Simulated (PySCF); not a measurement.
Ga(H)(OH)(OMe) (CH5GaO2), SMILES C[O][GaH][OH].

Geometry optimised at PBE-D3(BJ)/def2-SVP. One conformer was computed; it need not be the lowest.

Level of theory: TDA-CAM-B3LYP/def2-SVPD (PySCF 2.14.0).

Vertical excitations. The molecule is in vacuum. State labels are in the subgroup Cs.

Q: List the lowest excited states. (Estimate from the structure and the level; the computed values follow.)

A: 
```
state  symmetry  energy (eV)  λ (nm)      f                                                                    main pairs
-----  --------  -----------  ------  -----  ----------------------------------------------------------------------------
S1           A"         6.33     196  0.001                                            HOMO→LUMO+1 71 %, HOMO→LUMO+2 15 %
S2           A'         6.38     194  0.036                                            HOMO→LUMO 73 %, HOMO−1→LUMO+1 16 %
S3           A"         6.44     193  0.000                                                              HOMO−1→LUMO 90 %
S4           A'         7.07     175  0.087                                            HOMO−1→LUMO+1 62 %, HOMO→LUMO 21 %
S5           A"         7.16     173  0.000                                          HOMO−2→LUMO 66 %, HOMO−3→LUMO+1 25 %
S6           A"         7.30     170  0.095                                          HOMO−3→LUMO+1 50 %, HOMO−2→LUMO 32 %
S7           A'         7.46     166  0.022                                          HOMO−3→LUMO 48 %, HOMO−2→LUMO+1 37 %
S8           A"         7.75     160  0.000      HOMO→LUMO+2 38 %, HOMO→LUMO+3 18 %, HOMO→LUMO+1 17 %, HOMO−3→LUMO+1 11 %
S9           A"         7.89     157  0.009                          HOMO→LUMO+3 60 %, HOMO→LUMO+2 18 %, HOMO→LUMO+4 10 %
S10          A'         8.07     154  0.032  HOMO−1→LUMO+2 32 %, HOMO−1→LUMO+3 19 %, HOMO−3→LUMO 18 %, HOMO−1→LUMO+1 10 %
T1           A'         5.65     220      0                                                                HOMO→LUMO 94 %
T2           A"         5.99     207      0                                            HOMO→LUMO+1 62 %, HOMO→LUMO+2 21 %
T3           A"         6.27     198      0                                                              HOMO−1→LUMO 91 %
T4           A'         6.44     193      0                                        HOMO−1→LUMO+1 67 %, HOMO−1→LUMO+2 21 %
```
Triplets are in the Tamm–Dancoff approximation.
